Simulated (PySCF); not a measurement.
SMILES C1OC[CH]C1, doublet (PBE0/def2-SVP optimised geometry):

```
12

C     -0.312     1.126     0.000
C     -0.785    -0.281    -0.093
C      0.500    -1.036     0.262
O      1.554    -0.219    -0.191
C      1.178     1.126     0.000
H     -0.939     2.018     0.000
H     -1.626    -0.516     0.581
H     -1.121    -0.532    -1.120
H      0.594    -2.018    -0.223
H      0.560    -1.187     1.360
H      1.626     1.736    -0.808
H      1.587     1.526     0.957
```

Computed with unrestricted PBE0/def2-TZVP in PySCF 2.14.0.

Task: What are the frontier orbital energies (α orbitals alone; a β orbital can be the lowest empty one) and the dipole moment?

Result: HOMO-2 -9.22 eV, HOMO-1 -7.37 eV, HOMO -5.63 eV, LUMO 1.34 eV, LUMO+1 2.23 eV; dipole moment 1.48 D.

On the same geometry unrestricted PBE/def2-TZVP (PySCF) gives HOMO-2 -7.66 eV, HOMO-1 -5.78 eV, HOMO -4.28 eV, LUMO 0.52 eV, LUMO+1 1.41 eV; dipole moment 1.37 D.

Meta-Löwdin charges at PBE0/def2-TZVP: C1 -0.16, C2 -0.23, C3 0.00, O4 -0.40, C5 -0.01, H6 0.12, H7 0.12, H8 0.12, H9 0.12, H10 0.09, H11 0.12, H12 0.10.
